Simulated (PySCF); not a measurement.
H₃IrO₃, SMILES [OH][Ir]([OH])[OH], multiplicity 1.

Geometry optimised at PBE0-D3(BJ)/def2-SVP. The spin state was assumed, not searched. The def2 effective core potentials stand for the cores of Ir; spin–orbit coupling is left out. One conformer was computed; it need not be the lowest.

Two levels are set side by side: PBE/def2-TZVPD (PySCF) and CAM-B3LYP/def2-TZVPD (PySCF). Same geometry, gas phase. Differences are taken from unrounded values.

```
quantity                     CAM-B3LYP
---------------------------  ---------
orbital gap (eV)                  6.99
highest occupied level (eV)      -8.10
lowest empty level (eV)          -1.11
dipole moment (D)                 1.24
mean polarisability (bohr³)       54.2
```

Problem. What does PBE give, and how far is it from CAM-B3LYP? (An estimate is asked for; the answer gives what the named calculation found.)

Solution. 
```
quantity                       PBE  PBE minus CAM-B3LYP
---------------------------  -----  -------------------
orbital gap (eV)              2.06                -4.93
highest occupied level (eV)  -5.26                 2.83
lowest empty level (eV)      -3.20                -2.09
dipole moment (D)             1.15                -0.09
mean polarisability (bohr³)   59.1                  4.9
```

Without exact exchange PBE keeps part of each electron's self-repulsion, which lifts occupied levels and narrows the gap. PBE's more diffuse valence density responds more strongly to a field. Differences between two approximate levels are no errors against the true value.

Rough cost on one machine, each run with all the roots and properties that it gave: CAM-B3LYP against PBE within a factor of 2.
